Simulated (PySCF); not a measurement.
Dipole response of Zr²⁺ (zirconium, charge +2)

[Kr] 4d2, high-spin 3F determinant. Calculation: PySCF 2.14, in aug-cc-pVDZ-PP with ECP28MDF (5s5p4d2f, 54 functions); a scalar-relativistic core potential. Coupled (time-dependent) response in atomic units; α is the mean over directions. A double-zeta set is small for polarisabilities.

| method | mean α (bohr³) | C₆ (like pair) | S(−4) |
| --- | --- | --- | --- |
| UHF | 11.35 | 55.26 | 82.07 |
| PBE | 12.89 | 62.46 | 126.8 |
| PBE0 | 12.21 | 59.34 | 105.4 |
| PBEsol | 13.03 | 63.48 | 128.6 |
| CAM-B3LYP | 12.02 | 58.29 | 102.4 |

S(−4) is the Cauchy moment in α(ω) = α(0) + S(−4) ω² + …

Spin-orbit coupling is absent.

α(iu) at PBE0:

| u (hartree) | α(iu) (bohr³) |
| --- | --- |
| 0 | 12.21 |
| 0.0500 | 11.96 |
| 0.100 | 11.30 |
| 0.200 | 9.601 |
| 0.300 | 8.117 |
| 0.500 | 6.106 |
| 0.750 | 4.574 |
| 1.00 | 3.561 |
| 1.50 | 2.294 |
| 2.00 | 1.565 |
| 3.00 | 0.8328 |
| 5.00 | 0.3378 |

For an ion, C₆ is the dispersion term alone; charge-induced terms of lower order in 1/R come first.

Energies and moments cover only the electrons outside the core potential.
